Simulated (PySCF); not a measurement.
## Continuum solvent and chemical shifts

Atom-mapped SMILES (the numbers label the heavy atoms): `[CH3:1][C:2]#[C:3][SiH2:4][SiH3:5]`. Each H is labelled by its parent atom.

GIAO PBE0/pcSseg-1 in PySCF 2.14 on one PBE0-D3(BJ)/def2-SVP conformer, non-relativistic, equivalent nuclei averaged. Solvents enter as an IEF-PCM continuum (cyclohexane with ε = 2.0, dichloromethane with ε = 8.9) around the gas-phase geometry. Shifts are referred to TMS computed in the same medium.

Gas phase, δ in ppm: C2 117.0, C3 77.0, C1 6.2, Si4 -97.8, Si5 -104.0, H(Si4) 4.26, H(Si5) 3.54, H(C1) 1.97. Dipole moment 1.62 D.

Problem. How does each δ change in the continuum?

Solution. 
```csv
atoms,environment,"Δδ, cyclohexane","Δδ, dichloromethane"
C2,alkyne carbon,+2.1,+4.6
C3,alkyne carbon,-0.6,-1.2
C1,propargylic methyl carbon,+0.1,+0.2
Si4,"silicon bonded to C, Si, 2 H",-0.1,-0.4
Si5,"silicon bonded to Si, 3 H",+0.1,+0.4
H(Si4),"hydrogen on a silicon bonded to C, Si",0.00,-0.01
H(Si5),hydrogen on a silicon bonded to Si,-0.01,-0.02
H(C1),hydrogen on a propargylic methyl carbon,+0.07,+0.15
```

Changes are relative to the gas phase. The dipole moment becomes 1.78 D in cyclohexane, 1.92 D in dichloromethane.

Problem. Which nuclei move most (in ppm), and what does the model miss?

Solution. C2 (alkyne carbon, +4.6 ppm) in dichloromethane. A continuum only polarises the solute; specific hydrogen bonds, the anisotropy of aromatic solvents and changes of geometry or conformer are outside it.
